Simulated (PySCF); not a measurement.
**Orbital picture of SrCl**

r²SCAN at R = 2.625 Å; PySCF, scalar-relativistic core potentials, basis sets Sr def2-SVPD with ECP28, Cl def2-SVPD. State: ²Σ⁺ (doublet), unpaired electrons σ ↑. Only the outer orbitals are listed, counted within each symmetry, core potentials removing the inner ones.

| spin | orbital | occ. | ε (eV) | on Sr (%) | main shells (%) |
| --- | --- | --- | --- | --- | --- |
| α | 2π | 1 | -24.06 | 100 | 100 Sr p |
| α | 2π | 1 | -24.06 | 100 | 100 Sr p |
| α | 5σ | 1 | -23.97 | 97 | 97 Sr p |
| α | 6σ | 1 | -18.72 | 5 | 95 Cl s |
| α | 7σ | 1 | -7.23 | 13 | 86 Cl p |
| α | 3π | 1 | -6.74 | 3 | 96 Cl p |
| α | 3π | 1 | -6.74 | 3 | 96 Cl p |
| α | 8σ | 1 | -3.78 | 98 | 80 Sr s, 13 Sr p |
| α | 4π | 0 | -1.79 | 99 | 62 Sr p, 37 Sr d |
| α | 4π | 0 | -1.79 | 99 | 62 Sr p, 37 Sr d |
| α | 9σ | 0 | -1.56 | 93 | 60 Sr d, 32 Sr p |
| β | 2π | 1 | -23.98 | 100 | 100 Sr p |
| β | 2π | 1 | -23.98 | 100 | 100 Sr p |
| β | 5σ | 1 | -23.88 | 96 | 96 Sr p |
| β | 6σ | 1 | -18.70 | 5 | 95 Cl s |
| β | 7σ | 1 | -7.19 | 12 | 87 Cl p |
| β | 3π | 1 | -6.73 | 3 | 97 Cl p |
| β | 3π | 1 | -6.73 | 3 | 97 Cl p |
| β | 8σ | 0 | -2.43 | 99 | 83 Sr s, 14 Sr p |
| β | 4π | 0 | -1.14 | 98 | 64 Sr p, 34 Sr d |
| β | 4π | 0 | -1.14 | 98 | 64 Sr p, 34 Sr d |

**Question.** Which are the highest filled and the lowest empty level, where do they sit, and how wide is the gap?

**Answer.** Highest filled α 8σ at -3.78 eV (in %: 80 Sr s, 13 Sr p); lowest empty β 8σ at -2.43 eV (in %: 83 Sr s, 14 Sr p); the gap at r²SCAN is 1.35 eV.

The bond order (Mayer) is 0.69 and the ⟨S²⟩ is 0.750. The charge on Sr (Mulliken, basis-dependent) is 0.64, the charge on Sr (Löwdin, basis-dependent) is 0.58 and the dipole moment (positive dipole means Sr(−)Cl(+)) is -5.07 D.

Spin–orbit coupling is left out. The state was picked by a PBE0 search and need not be the measured ground state.
